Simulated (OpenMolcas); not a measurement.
## Ru4+: moving or changing the point charges

Ru4+ among 2 point charges of -1 e arranged as a linear pair (D∞h), 1.88 Å from the ion.
```
   0.0000    0.0000    1.8800  -1.00
   0.0000    0.0000   -1.8800  -1.00
```

- Program: OpenMolcas 26.06
- Method: SS-CASPT2, IPEA 0.25 Eh, imaginary shift 0.1 Eh (closed shells correlated: 4s 4p)
- Basis: ANO-RCC-VTZP [7s6p4d2f1g]
- Scalar Hamiltonian: DKH2, point nucleus
- Active space: 4 electrons in 5 orbitals (4d)
- State averaging: 2S+1 = 5 even, 5 roots; 2S+1 = 3 even, 45 roots; 2S+1 = 1 even, 50 roots
- Spin-orbit coupling: state interaction with AMFI integrals over the reference wave functions

Runs around this geometry, states (labels by Λ). Energies in cm-1 above the lowest state or level, χT in cm3 K/mol.

```
R (Å)  q (e)  Ground state  First state of that spin  First gap with spin-orbit (degeneracies)  χT at 300 K  First state of another spin
 1.88   -0.8            5Σ                   5Π 3900                                130 (1, 2)        1.854                     3Γ 18580
 1.77     -1            5Σ                   5Π 5790                                 99 (1, 2)        2.182                     3Φ 18200
 1.88     -1            5Σ                   5Π 4690                                110 (1, 2)        2.014                     3Φ 18510
 2.08     -1            5Σ                   5Π 3280                                140 (1, 2)        1.708                     3Γ 18570
```

Taking the first state of the same spin as R^-n, n = -ln(3280 / 5790) / ln(2.08 / 1.77) = 3.5 between the shortest and longest distance.

Scaling the charges by -0.8 / -1 = 0.80 scales the first state of the same spin by 3900 / 4690 = 0.83; with fixed orbitals a first-order splitting would follow the charge.

Roots that are degenerate in the reference are averaged as groups; the widest CASPT2 spread within a group is 74 cm-1 (the 2-fold group of multiplicity 1 near 77100 cm-1 above the lowest state of its run, R = 2.08, q = -1). Shifts and gaps below about the spread of the groups concerned are not significant. Point charges give a weaker field than real ligands, and real ions of this kind are as a rule low spin; the high spin found here belongs to the model. Free-ion shares, where given, are those of the reference states; single-state CASPT2 does not remix them. This is an electrostatic model: the charges have no orbitals. No measured value stands beside these numbers.
